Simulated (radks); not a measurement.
All-electron atom: Ho21+ in [Kr] 4d10 (the NIST ground configuration).

Method: scalar-relativistic Kohn-Sham, PBE, spin-polarised, spherical densities, finite nucleus; Fermi nuclear charge, rms radius 5.2022 fm; computed with a radial shooting solver on a logarithmic mesh with Libxc functionals.

Energy parts (hartree):
| part | energy |
|---|---|
| total | -12449.0432 |
| kinetic | 13475.5327 |
| electron-nucleus | -29472.2619 |
| Hartree | 3795.5211 |
| exchange-correlation | -247.8352 |

Orbitals (lengths in bohr, moments of r in powers of bohr; <r^-3> diverges for s and p1/2; r(90%) holds 90 % of the orbital's charge):
orbital  occ.  eigenvalue (hartree)      <r^4>  <r^-3>  r(90%)      <r>
1s          2             -2060.627  9.255e-07       -  0.0376  0.02074
2s          2             -362.7399  0.0001449       -   0.136  0.08813
2p          6             -323.8242  0.0001097   13540   0.127  0.07810
3s          2             -98.06860   0.005439       -   0.336   0.2295
3p          6             -86.17061   0.005712    2910   0.341   0.2284
3d         10             -71.08413   0.004478   387.0   0.322   0.2074
4s          2             -35.40687     0.1087       -   0.707   0.4967
4p          6             -31.27612     0.1319   751.9   0.743   0.5175
4d         10             -25.72842     0.1612   91.62   0.786   0.5349

The highest occupied level is 4d at -700.11 eV. The electron density at the nucleus is 8.47e+05 e/bohr^3 (large components only). For comparison, the ionisation energy in NIST's Atomic Spectra Database is 715 eV (theoretical). In exact Kohn-Sham theory the highest level is minus the ionisation energy, but local and semilocal functionals leave it too shallow, through self-interaction and a potential that decays too fast; potentials with the right tail come closer. Summed over all electrons, <r^2> = 6.699 bohr^2, which gives a Langevin (diamagnetic) susceptibility term of -5.31 x 10^-6 cm^3/mol.
